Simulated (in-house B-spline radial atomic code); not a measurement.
The numbers below are computed, except where a source is named.
**Ca²⁺ at several levels of theory**

Ground configuration [Ne] 3s2 3p6. All numbers come from an all-electron radial atomic-structure program (B-spline basis), all electrons, at the radial basis limit. Mean-field, RPA, GW and linear-response runs are scalar-relativistic (one-electron X2C), no spin-orbit coupling, without Breit or QED terms, open shells spin-polarised at highest spin; the many-body runs on Dirac-Hartree-Fock orbitals are four-component, and their energies hold both.

**Ionisation energy.** The reference is 50.913 eV (NIST, measured). It runs between the lowest fine-structure levels, while the runs without spin-orbit coupling give shell averages, so part of their difference is this splitting, and a close match can be a cancellation.

```
                                              method  value (eV)  minus reference (eV)
                    minus the highest LDA VWN5 level       43.12                 -7.79
                         minus the highest PBE level       43.05                 -7.86
                                         G0W0 on PBE       50.83                 -0.08
                      minus the highest r2SCAN level       43.76                 -7.16
                        minus the highest PBE0 level       45.37                 -5.54
                                        G0W0 on PBE0       51.05                 +0.13
             minus the highest B3LYP (VWN-RPA) level       44.93                 -5.98
                   minus the highest CAM-B3LYP level       46.87                 -4.04
                     minus the highest LC-wPBE level       48.33                 -2.58
                minus the highest Hartree-Fock level       51.07                 +0.16
                                G0W0 on Hartree-Fock       51.50                 +0.58
Dirac-Fock + self-energy with TDHF screening (3p3/2)       50.94                 +0.02
```

(1) Which methods come closest, and which lies farthest off?

**Static dipole polarisability and C6** of two like species, by linear response (no reference value is at hand):

| method | α (bohr³) | C6 (hartree·bohr⁶) |
| --- | --- | --- |
| LDA VWN5 | 3.346 | 11.1 |
| PBE | 3.333 | 11.06 |
| PBE0 | 3.297 | 10.9 |
| B3LYP (VWN-RPA) | 3.32 | 10.99 |
| CAM-B3LYP | 3.325 | 11.01 |
| LC-wPBE | 3.303 | 10.93 |
| TDHF | 3.254 | 10.72 |
| relativistic RPA (four-component TDHF) | 3.254 | 10.72 |

(2) What mean excitation energy do α and C6 imply in London's formula C6 = (3/4) α² ω?

Run times on one thread of shared hosts: mean field, RPA, SOSEX and G0W0 on PBE, 2.3 s (Arm Neoverse N1); TDDFT with PBE, 0.9 s (Arm Neoverse N1); removal energies by the self-energy, 8 s (Intel Xeon Platinum 8559C).

## Answers

(1) Closest: Dirac-Fock + self-energy with TDHF screening (3p3/2) (+0.02 eV) and G0W0 on PBE (-0.08 eV). Farthest: minus the highest PBE level (-7.86 eV). The TDHF-screened form was chosen among four for its agreement on 13 closed-shell atoms.

(2) LDA VWN5: ω = 1.322 hartree; relativistic RPA (four-component TDHF): ω = 1.350 hartree. A method that puts the excitations lower gives a larger α and a smaller ω.
